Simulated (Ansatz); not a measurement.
Spin states of FOTa (SMILES [O]=[Ta][F]), each relaxed at B3LYP-D3(BJ)/def2-TZVP; lowest solutions found, singlets restricted, no spin–orbit coupling, no relativity up to Kr.
Multiplicity 1 (charge 0, multiplicity 1):
| atom | x (Å) | y (Å) | z (Å) |
|---|---|---|---|
| Ta | 0.3647 | -0.1056 | 0.5530 |
| O | 1.0183 | -0.2050 | -1.0142 |
| F | -1.4161 | 0.3580 | 0.3908 |
Multiplicity 3 (charge 0, multiplicity 3):
```xyz
3

Ta     0.338    -0.096     0.478
O      1.134    -0.234    -1.039
F     -1.506     0.377     0.490
```

Run with Ansatz (a program for electronic structure). Values without a source in brackets are computed. In def2 rows elements past Kr take small-core potentials, without spin–orbit coupling.

The energy of multiplicity 3 less that of multiplicity 1 (kcal/mol) and the share of exact exchange:

```tsv
functional	exact exchange (%)	value
PBE/def2-TZVPP	0	2.77
PBE0/def2-TZVPP	25	-1.62
BLYP/def2-TZVPP	0	5.95
B3LYP/def2-TZVPP	20	2.87
BHLYP/def2-TZVPP	50	-1.80
r2SCAN/def2-TZVPP	0	-5.51
r2SCANh/def2-TZVPP	10	-6.24
```

Problem. Take the value as linear in the share of exact exchange along PBE and PBE0. Give the slope, say whether the sign turns, and set the other functionals against that line.

Solution. 
Slope: (-1.62 − (2.77))/2.5 = -1.76 kcal/mol for each 10 %. The line crosses zero at 16 %, where the sign would turn. At 50 % it gives -6.0 kcal/mol. The LYP pair gives (-1.80 − (5.95))/5 = -1.55 for each 10 %. BHLYP, at 50 %, lies 4.2 from the PBE line. B3LYP, at 20 %, lies 3.6 from the PBE line. r2SCAN, with none, stands -8.3 from PBE. The r2SCAN pair gives -0.73 for 10 %.
